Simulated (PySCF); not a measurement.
## Peak assignment

Atoms are numbered as in `[CH2:1]=[CH:2]/[CH:3]=[P:4]/[N:5]([SiH3:6])[SiH3:7]` (H(Xn): hydrogen on atom n). Ha(C1) is cis to C3; Hb(C1) is trans to C3.

[PySCF 2.14: geometry: GFN2-xTB; NMR shieldings at PBE0/pcSseg-1/GIAO; one averaged value for each set of equivalent atoms; a single conformation; no relativistic terms; isolated molecule]

Shifts are taken against calculated references (same method and geometry level): 13C and 1H against TMS.

Task: Assign these signals to the numbered atoms. 13C{1H} NMR (computed): δ 178.8 (CH), 141.8 (CH), 120.3 (CH2).

Result: 
| δ (ppm) | atoms | environment | reason |
| --- | --- | --- | --- |
| 178.8 | C3 | carbon double-bonded to a heavier main-group atom | – |
| 141.8 | C2 | alkene CH | an sp2 carbon of a C=C bond |
| 120.3 | C1 | terminal =CH2 carbon | an sp2 carbon of a C=C bond |

Task: Assign these signals to the numbered atoms. 1H NMR (600 MHz, computed): δ 8.52 (m, 1H), 6.88 (m, 1H), 5.41 (m, 1H), 5.24 (m, 1H), 4.91 (m, 6H).

Result: 
| δ (ppm) | atoms | environment | reason |
| --- | --- | --- | --- |
| 8.52 | H(C3) | hydrogen on a carbon double-bonded to a heavier main-group atom | – |
| 6.88 | H(C2) | hydrogen on an alkene CH | a vinylic proton, deshielded by the sp2 carbon and the C=C anisotropy |
| 5.41 | Ha(C1) | hydrogen on a terminal =CH2 carbon | attached to an sp2 carbon and in the plane of the double bond |
| 5.24 | Hb(C1) | hydrogen on a terminal =CH2 carbon | – |
| 4.91 | H(Si6)/H(Si7) | hydrogen on a silicon bonded to N | – |

Splittings by 31P in the carbon and heteronuclear signals aren't shown, as no couplings were computed. Shifts are as computed. Against solution values, carbons near 30 ppm lie about +3 ppm off and those near 130 ppm about +5 ppm. Of 1211 compounds with measured shifts, 218 miss one by over three times the rms of a fit or turn the order of signals round; such compounds aren't used in these exercises. Multiplicities follow the n + 1 count of equivalent neighbours, as no J values were calculated; m marks all less simple cases, F and P coupling included.
